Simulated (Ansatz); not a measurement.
The cluster Ba₂O⁺. The state is a doublet with charge 1. Geometry PBE0-D4/def2-TZVP, that of the neutral singlet; atoms count from 1.

```xyz
3

Ba   -1.4514    0.6249   -1.2209
Ba    1.7890   -0.3713    0.8058
O    -0.3376   -0.2535    0.4152
```

In the def2 sets Ba takes a core potential; there is no spin–orbit coupling. The structure comes from a short search, and lower isomers may exist.

Question: Estimate the Mulliken populations from the PBE0/def2-TZVP orbitals of Ansatz.

Answer: 
```
atom  charge (e)  spin (α − β)
 Ba1        0.98          0.52
 Ba2        0.98          0.52
  O3       -0.97         -0.03
```
Mulliken values and Mayer orders depend strongly on the basis.

Question: Where does the spin sit?

Answer: Summed by element: Ba 1.03, O -0.03, of 1 unpaired in all. Largest on single atoms: Ba2 0.52, Ba1 0.52, O3 -0.03.

Question: And the Mayer bond orders between bonded heavy atoms (over 0.3)?

Answer: Ba1–Ba2 0.53 (3.95 Å); Ba1–O3 0.79 (2.17 Å); Ba2–O3 0.79 (2.17 Å).
